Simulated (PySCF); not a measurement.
Vertical excitations of a molecule C2H9FOSi2 from TDA-ωB97X/def2-SVPD run with PySCF, as energy in eV (oscillator strength): 7.99 (0.012), 8.24 (0.002), 8.39 (0.041), 8.53 (0.059), 8.77 (0.023), 8.86 (0.006). Lowest triplet (TDA): 7.63 eV. Geometry: r2SCAN-D4/def2-SVP. One conformer was computed; it need not be the lowest.

Problem. Pick the molecule that these values belong to.
A. C[Si@@](O)([SiH3])CF
B. CO[Si@H](F)C[SiH3]
C. C[C@H]([SiH3])[Si@H](O)F
D. C[SiH2]CO[SiH2]F

Solution. D, C[SiH2]CO[SiH2]F
